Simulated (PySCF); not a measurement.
# Excitation energy of He by level of theory

He 1s2 (1S) → He 1s1 2p1 (3P), as a difference of total energies. Computed with PySCF 2.14 in dyall-av3z, with the non-relativistic Hamiltonian (point nucleus). Correlated levels: valence: nothing frozen; virtual orbitals above 40 to 60 times the deepest correlated orbital energy dropped. The calculations carry no spin-orbit coupling.

```
           method  excitation energy (eV)
              UHF                  23.328
              LDA                  23.635
              PBE                  23.636
             PBE0                  23.735
           r2SCAN                  23.992
          r2SCANh                  24.007
            B3LYP                  24.240
        CAM-B3LYP                  24.247
             MN15                  24.767
    MP2 (valence)                  24.171
SCS-MP2 (valence)                  24.414
```

Errors of the correlated levels include the incompleteness of this basis.

The promoted electron is Rydberg-like, and one or two diffuse shells describe it only roughly, which tends to raise the upper state.

In the upper state the promoted electron has a positive orbital energy at LDA, PBE, PBE0, r2SCAN, r2SCANh, B3LYP, CAM-B3LYP, MN15, so the basis confines it.

Which method comes closest to the reference value, and which is furthest?

The reference is 20.964 eV (measured; NIST levels, between the centres of gravity of the two terms). Closest: UHF (error 2.364 eV); furthest: MN15 (error 3.803 eV).
